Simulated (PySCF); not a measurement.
F₂HIOSi, SMILES O[Si](F)(F)I. Atoms are numbered in the order given.

```xyz
6

O      1.5382     1.7145     0.0000
Si     0.0001     1.1805     0.0000
F     -0.8026     1.7354     1.2759
F     -0.8026     1.7354    -1.2759
I      0.0084    -1.2103     0.0000
H      1.6919     2.6657     0.0000
```

Geometry optimised at PBE0-D3(BJ)/def2-SVP. This is a generated structure with no PubChem entry under its InChIKey; it may be hypothetical. The def2 effective core potentials stand for the cores of I; spin–orbit coupling is left out. Other conformers were not sampled.

All values below come from CAM-B3LYP/def2-TZVP (PySCF).

ESP charges are fitted to the potential on shells at 1.4 to 2.0 van der Waals radii. Atomic charges (e):

```tsv
atom	Löwdin	Mulliken	ESP fit
O1	-0.08	-0.49	-0.61
Si2	-0.42	___	0.52
F3	0.02	-0.29	-0.20
F4	0.02	-0.29	-0.20
I5	0.26	___	0.01
H6	0.19	___	0.49
```

### Question
Some entries are withheld; supply them. (An estimate is asked for; the answer gives what the named calculation found.)

### Answer

- Si2, Mulliken: 0.81
- I5, Mulliken: -0.08
- H6, Mulliken: 0.34

Computed Mayer and Wiberg (Löwdin basis) orders of the bonds:
| bond | Mayer | Wiberg |
|---|---|---|
| O1–Si2 | 1.27 | 1.74 |
| Si2–F3 | 1.13 | 1.71 |
| Si2–F4 | 1.13 | 1.71 |
| Si2–I5 | 1.23 | 1.72 |
| O1–H6 | 0.87 | 1.00 |
